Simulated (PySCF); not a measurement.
How methods differ on the ionisation energy of W⁴⁹⁺

W⁴⁹⁺ [Ar] 3d7 (4F) → W⁵⁰⁺ [Ar] 3d6 (5D), as a difference of total energies. Calculation: PySCF 2.14, in an uncontracted even-tempered set (17 s from 11 bohr⁻², ratio 2.5; 13 p from 14 bohr⁻², ratio 2.5; 7 d from 14 bohr⁻², ratio 2.5; 4 f from 57 bohr⁻², ratio 2.7; 3 g from 86 bohr⁻², ratio 2.7); the spin-free X2C one-electron Hamiltonian (Gaussian nucleus). Correlated levels: outer shells: [Ne] frozen; virtual orbitals above 40 to 60 times the deepest correlated orbital energy dropped. The calculations carry no spin-orbit coupling.

```
                method  ionisation energy (eV)
                   UHF                  4462.1
                   LDA                  4461.3
                   PBE                  4462.5
                  PBE0                  4462.9
                r2SCAN                  4464.6
                 TPSSh                  4462.7
                  MN15                  4448.4
    MP2 (outer shells)                  4463.2
SCS-MP2 (outer shells)                  4463.4
```

Spin-orbit coupling is strong in these open shells (close to jj coupling). The scalar numbers leave it out and a first-order estimate fails, so it can dominate the gap to the real levels.

Breit and QED terms and the two-electron picture change are absent.

For comparison: 4446 ± 4 eV (semi-empirical (NIST evaluation); NIST Atomic Spectra Database, ionization energies).
